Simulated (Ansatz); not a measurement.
Geometry optimisation, RKS PBE0-D4/def2-SVP (Ansatz).

Input file:

```yaml
crystal:
  periodic: [false, false, false]
  atoms:
    - { symbol: Sn, position_ang: [0.0, 0.0, 0.0] }
    - { symbol: C, position_ang: [0.0, 0.0, 2.15] }
    - { symbol: H, position_ang: [-0.9996, -0.3092, 2.5205] }
    - { symbol: H, position_ang: [0.7676, -0.7111, 2.5205] }
    - { symbol: H, position_ang: [0.232, 1.0203, 2.5205] }
    - { symbol: H, position_ang: [1.6408, 0.0, -0.5794] }
    - { symbol: H, position_ang: [-0.8195, 1.4198, -0.5794] }
    - { symbol: H, position_ang: [-0.8195, -1.4198, -0.5794] }
basis:
  gaussian: { orbitals: def2-SVP }
hamiltonian:
  xc: pbe0
  dispersion: d4
relax:
  f_tol: 0.02
  max_steps: 40
```

Run as:

```bash
$ ansatz run input.yaml --threads 1 --pin off --max-ram 2048MiB --backend cpu --events-out ev --progress --plain --runs-dir out
```

Problem. Where does it end, and by what steps?

Solution. The forces met the threshold. The force dipped under the threshold on the way, but the program's further checks kept it going. After 8 steps the energy has fallen by 0.024 eV; H5 moved furthest, 0.22 Å.

| step | energy less start (eV) | largest force component (eV/Å) | accepted |
| --- | --- | --- | --- |
| 0 | 0.0000 | 0.370 | yes |
| 1 | -0.0115 | 0.247 | yes |
| 2 | -0.0109 | 0.481 | no |
| 3 | -0.0216 | 0.042 | yes |
| 4 | -0.0223 | 0.040 | yes |
| 5 | -0.0232 | 0.057 | yes |
| 6 | -0.0238 | 0.043 | yes |
| 7 | -0.0241 | 0.014 | yes |
| 8 | -0.0242 | 0.020 | yes |

```xyz
8
Properties=species:S:1:pos:R:3
Sn -0.002 -0.001 0.000
C 0.000 0.000 2.151
H -1.028 -0.093 2.529
H 0.594 -0.844 2.529
H 0.434 0.937 2.529
H 1.602 0.140 -0.588
H -0.919 1.324 -0.588
H -0.679 -1.463 -0.588
```

Whether the end is a true minimum wasn't checked by a vibrational analysis.

The run took 26 s on 1 thread of Arm Neoverse V1 (shared host), peak memory 0.13 GiB.
